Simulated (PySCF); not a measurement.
Can point charges reproduce the dipole moment of `CS[Si@H](O[SiH3])SC[SiH3]`?

Coordinates (GFN2-xTB, Å) and charges (e) from the PBE0/pcSseg-1 density (PySCF):

```
atom       x       y       z  Mulliken      IAO  Hirshfeld  ESP-fitted
  C1  -2.603   1.848   0.153   -0.3921  -0.4880    -0.1118     -0.3130
  S2  -0.805   1.654   0.310   -0.3522  -0.2142    -0.1029     -0.2706
 Si3  -0.537  -0.016  -1.004   +0.9148  +0.9853    +0.3483     +0.3523
  O4  -1.734  -1.064  -0.773   -0.7315  -0.8827    -0.2960     -0.2923
 Si5  -2.468  -2.227   0.106   +0.7136  +0.8768    +0.3962     +0.5082
  S6   1.326  -0.959  -0.622   -0.2961  -0.1941    -0.0876     -0.2492
  C7   2.411   0.506  -0.440   -0.6734  -0.6138    -0.1570     -0.3208
 Si8   4.078  -0.036   0.304   +0.5435  +0.6241    +0.3182     +0.4307
  H9  -2.911   2.547   0.924   +0.1635  +0.1732    +0.0549     +0.1848
 H10  -2.839   2.246  -0.829   +0.1571  +0.1588    +0.0476     +0.1382
 H11  -3.084   0.886   0.299   +0.1675  +0.1544    +0.0428     +0.1145
 H12  -0.704   0.398  -2.387   -0.0811  -0.1571    -0.0862     -0.0455
 H13  -3.765  -2.305  -0.557   -0.1139  -0.1363    -0.0774     -0.1112
 H14  -1.651  -3.428   0.001   -0.0978  -0.1339    -0.0720     -0.0755
 H15  -2.580  -1.751   1.484   -0.1094  -0.1430    -0.0769     -0.0958
 H16   2.526   0.950  -1.427   +0.1890  +0.1635    +0.0434     +0.1604
 H17   1.896   1.220   0.199   +0.2152  +0.1630    +0.0336     +0.1567
 H18   3.841  -0.599   1.630   -0.0648  -0.1087    -0.0708     -0.0802
 H19   4.688  -1.028  -0.579   -0.0692  -0.1109    -0.0720     -0.0794
 H20   4.910   1.167   0.386   -0.0828  -0.1165    -0.0743     -0.1124
```

**Question.** Form Σ q r in debye for every column and set it beside the full dipole.

**Answer.** The full density gives (-1.14, 0.44, 0.10) D, 1.22 D in size; dipole vectors point from the negative to the positive end.

| scheme | μx | μy | μz | size (D) | share of the full size (%) | angle to the full dipole (°) |
| --- | --- | --- | --- | --- | --- | --- |
| Mulliken | -0.40 | -0.38 | 0.20 | 0.58 | 48 | 65 |
| IAO | 0.40 | -0.67 | 0.87 | 1.16 | 95 | 118 |
| Hirshfeld | -0.16 | -0.17 | 0.45 | 0.50 | 41 | 76 |
| ESP-fitted | -1.16 | 0.47 | 0.07 | 1.26 | 103 | 2 |

**Question.** Which set comes closest?

**Answer.** Length of the difference vector: ESP-fitted 0.05 D, Mulliken 1.10 D, Hirshfeld 1.20 D, IAO 2.04 D. Closest: ESP-fitted. 

**Question.** What is left for the Hirshfeld atoms' own dipoles?

**Answer.** The Hirshfeld atoms' densities add up to the full density, so μ = Σ q r + Σ (atomic dipoles). The atomic dipoles sum to (-1.14, 0.44, 0.10) − (-0.16, -0.17, 0.45) = (-0.98, 0.61, -0.35) D, 1.20 D in size.

**Question.** With the origin at the mean of the coordinates, (0.000, 0.001, -0.141) Å, which are the largest single terms, by size, of the ESP-fitted dipole along the direction of the full one?

**Answer.** Si8 -7.80, C1 -4.67, Si5 +3.71, H9 +3.29, C7 +3.22 D; all 20 atoms together +1.26 D. The single terms depend on the origin, their sum doesn't.

**Question.** Give the size of the full dipole in other units.

**Answer.** 1.22 D = 0.481 au = 0.254 e·Å = 4.07 × 10⁻³⁰ C·m.

Geometry: GFN2-xTB, one conformer, isolated molecule.

Conformer computed: `[CH3:1][S:2][Si@H:3]([O:4][SiH3:5])[S:6][CH2:7][SiH3:8]`: C1–S2–Si3–O4 -41°, S2–Si3–O4–Si5 -75°, S2–Si3–S6–C7 -43°, Si3–S6–C7–Si8 167°.
